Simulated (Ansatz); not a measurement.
Calculated with Ansatz (gas phase, PBE0-D4/def2-TZVP geometries, no zero-point term in ΔE). CBS: MP2 limit from def2 TZ/QZ plus the TZ coupled-cluster correction, frozen cores. This one scheme is used for every species. DFT in def2-TZVPP. For Ge outer-core shells are correlated without core-valence functions, which leaves a few kJ/mol of doubt a bond. Scalar relativity is left out up to krypton. One conformer a species, not always the lowest.

Reaction (formal exchange of groups at the Si–C bond): `O=C[SiH2][SiH3]` + `[GeH3][SiH2][GeH2][GeH3]` → `[SiH3][SiH2][GeH2][GeH2][SiH2][GeH3]` + `C=O`

CCSD(T)/CBS gives -55.1 kJ/mol.

(1) Another level gave -36.5 kJ/mol. Which?
A. ωB97M-V/def2-TZVPP
B. PBE0-D4/def2-TZVPP
C. BHLYP/def2-TZVPP
D. LC-ωPBE/def2-TZVPP

Largest T1 diagnostic among the species: 0.016.

## Answers

(1) C. BHLYP -36.5, ωB97M-V -49.0, PBE0-D4 -56.8, LC-ωPBE -42.7 kJ/mol.

From BLYP to BHLYP (50 % exact exchange), in def2-TZVPP and without D4, ΔE moves by −10.4 kJ/mol. In def2-TZVPP, CCSD(T) changes the Hartree–Fock value by −21.9 kJ/mol (the triples alone add −2.4 kJ/mol) and MP2 by −25.7 kJ/mol.
